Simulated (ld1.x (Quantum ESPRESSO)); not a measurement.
Reading a pseudo-wave (Fe (Z = 26))

Columns: radius, all-electron u(r) and pseudo u(r) of the 3d shell (level -7.50 eV) of iron in the configuration [Ne] 3s2 3p6 3d6 4s2 4p0; PBE, scalar-relativistic, TM scheme, ld1.x (Quantum ESPRESSO) 7.5.

| r (bohr) | all-electron | pseudo |
| --- | --- | --- |
| 0.060 | 0.0203 | 0.0040 |
| 0.120 | 0.1040 | 0.0309 |
| 0.180 | 0.2331 | 0.0968 |
| 0.240 | 0.3779 | 0.2069 |
| 0.300 | 0.5168 | 0.3532 |
| 0.360 | 0.6379 | 0.5175 |
| 0.420 | 0.7364 | 0.6767 |
| 0.480 | 0.8121 | 0.8103 |
| 0.540 | 0.8659 | 0.9059 |
| 0.600 | 0.9002 | 0.9606 |
| 0.660 | 0.9178 | 0.9798 |
| 0.720 | 0.9221 | 0.9732 |
| 0.780 | 0.9158 | 0.9511 |
| 0.840 | 0.9015 | 0.9218 |
| 0.900 | 0.8813 | 0.8906 |
| 0.960 | 0.8569 | 0.8601 |
| 1.020 | 0.8297 | 0.8303 |
| 1.080 | 0.8006 | 0.8006 |
| 1.140 | 0.7704 | 0.7704 |
| 1.200 | 0.7399 | 0.7399 |
| 1.260 | 0.7093 | 0.7093 |
| 1.320 | 0.6791 | 0.6791 |
| 1.380 | 0.6496 | 0.6496 |
| 1.440 | 0.6208 | 0.6208 |
| 1.500 | 0.5929 | 0.5929 |
| 1.560 | 0.5660 | 0.5660 |

Task: How many radial nodes do the two functions have?

Result: The all-electron 3d function has n − l − 1 = 0; the pseudo-wave has 0.

Task: At about which radius was the pseudo-wave matched?

Result: 1.15 bohr. The columns agree to 0.0005 from 1.08 bohr on; several derivatives are matched, so the curves merge somewhat inside the radius.

Task: Where does each function peak?

Result: Outermost all-electron maximum near 0.72 bohr, pseudo maximum near 0.66 bohr (to the table’s step).

Task: Is the pseudo-wave norm-conserving?

Result: Yes: the TM scheme keeps the norm inside the radius equal to the all-electron one, which fixes the energy derivative of the logarithmic derivative at the level.
